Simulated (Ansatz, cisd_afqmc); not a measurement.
Species: SnF, charge 0, doublet. SnF (SMILES [F][Sn], doublet).
B3LYP-D3(BJ)/def2-TZVP minimum from Ansatz (an electronic-structure program):
```
Sn
F 1 1.9637
```
Charge 0, spin multiplicity 2.

Total energies in def2-SVP, 11 correlated electrons, 10 frozen orbitals. UHF or UKS for unpaired electrons; spin-orbit terms are left out. Cores are frozen in correlated methods (noble-gas shells, and filled d and f shells in the p block). Past Kr the def2 sets carry scalar-relativistic core potentials. AFQMC is phaseless with a CISD trial state; ± is one standard error, without the phaseless bias. Outlying blocks are dropped, and bars are widened where a walk drifts. Over all cases where full CI ran beside it in this data, AFQMC minus full CI had a median of +0.1 mEh and passed +0.4 mEh in a tenth of the cases. Spin-orbit terms, left out, reach several kcal/mol for Br and I, and more for heavier atoms. The spin of FSn ([F][Sn], doublet) was assumed, and the state is the lowest solution found for it.

The bar of a AFQMC/CISD walk is widened from 0.39 to 0.51 mEh, since its error had not levelled off in the blocking analysis.

```csv
method,program,energy (Eh),minus CCSDTQ (mEh)
HF,Ansatz,-312.72287,254.75
MP2,Ansatz,-312.96027,17.35
CCSD,Ansatz,-312.97191,5.71
CCSD(T),Ansatz,-312.97654,1.08
CCSDT(Q),Ansatz,-312.97773,-0.11
CCSDTQ,Ansatz,-312.97762,0.00
AFQMC/CISD,cisd_afqmc,-312.9780 ± 0.0006,-0.3 ± 0.6
```

Rough core times of Ansatz's runs on a shared machine: CCSD(T) under 20 s, CCSDT(Q) 30 s, CCSDTQ 20 min.
